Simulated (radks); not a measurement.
Q: These are the eigenvalues of the occupied orbitals of an atom or ion with whole-number occupations (hartree). Method: scalar-relativistic Kohn-Sham, LB94 model potential, spin-polarised, spherical densities, finite nucleus; Fermi nuclear charge, rms radius of each element as measured or else 0.836 A^(1/3) + 0.57 fm; computed with a radial shooting solver on a logarithmic mesh with Libxc functionals.

| orbital | eigenvalue |
|---|---|
| 1s | -1407.282 |
| 2s | -249.2445 |
| 2p | -227.0857 |
| 3s | -75.76410 |
| 3p | -68.62342 |
| 3d | -58.40714 |
| 4s | -34.85490 |

Which element is it, and in what charge state? The configuration may be excited. Open shells, if any, are filled with parallel spins first.

A: Z = 56, barium, charge +26: Ba26+ in [Ar] 3d10 4s2. The list shows which subshells hold electrons but not how many an open one holds; the 1s level, -1407.3 hartree, gives Z - s = 53.1 by -(Z - s)^2/2, which with screening and relativity narrows Z to a few neighbours, and the depths of the outer levels then fix element, charge and occupations together.
